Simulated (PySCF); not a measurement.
Al(H)(F)(Me) (CH4AlF), SMILES [CH3][AlH][F]. Coordinates come from a PBE-D3(BJ)/def2-TZVP optimisation.

Computed equilibrium geometry at PBE-D3(BJ)/def2-TZVP (PySCF confirms it by a frequency run) as bond lengths and angles:
Atoms: Al1 H2 F3 C4 H5 H6 H7. Bonds (Å): Al1–H2 1.590, Al1–F3 1.673, Al1–C4 1.949, C4–H5 1.102, C4–H6 1.102, C4–H7 1.099. Angles (°): H2–Al1–F3 115.4, H2–Al1–C4 125.6, F3–Al1–C4 119.0, Al1–C4–H5 110.5, Al1–C4–H6 110.8, Al1–C4–H7 112.5, H5–C4–H6 106.4, H5–C4–H7 108.0, H6–C4–H7 108.3.
